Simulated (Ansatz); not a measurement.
Isolated molecules relaxed with PBE0-D4/def2-TZVP in Ansatz; ΔE leaves out vibrations. CCSD(T)/CBS is the MP2 limit (def2-TZVPP, def2-QZVPP) plus CCSD(T) − MP2 in def2-TZVPP, frozen cores. Functionals use def2-TZVPP. def2 core potentials past Kr. For Te outer-core shells are correlated without core-valence functions, which leaves a few kJ/mol of doubt a bond. Each species was taken in one conformer, which may not be the lowest.

Reaction (ligand exchange at a B–Te bond): `ClB[TeH]` + `OCC(F)(F)F` → `FC(F)(F)COBCl` + H₂Te

```csv
level,ΔE (kJ/mol)
revPBE-D4,-63.5
CAM-B3LYP,-88.3
CCSD/def2-SVP,-96.8
SCS-MP2/def2-TZVPP,-74.5
```

Q: What does CCSD(T)/CBS give? (Estimate.)

A: Computed: -69.4 kJ/mol. The listed levels differ from it by 5.9, -18.9, -27.4, -5.1 kJ/mol.

Largest T1 diagnostic among the species: 0.014.

From PBE to PBE0 (25 % exact exchange), in def2-TZVPP and without D4, ΔE moves by −3.9 kJ/mol. Leaving LDA and LC-ωPBE aside and taking each functional with its dispersion term where it has one, the values, not all of them listed here, spread over 24.7 kJ/mol, from CAM-B3LYP-D4 to revPBE-D4. LDA lies −9.6 kJ/mol from PBE without D4. In def2-TZVPP, CCSD(T) changes the Hartree–Fock value by +18.6 kJ/mol (the triples alone add +3.7 kJ/mol) and MP2 by +25.7 kJ/mol.
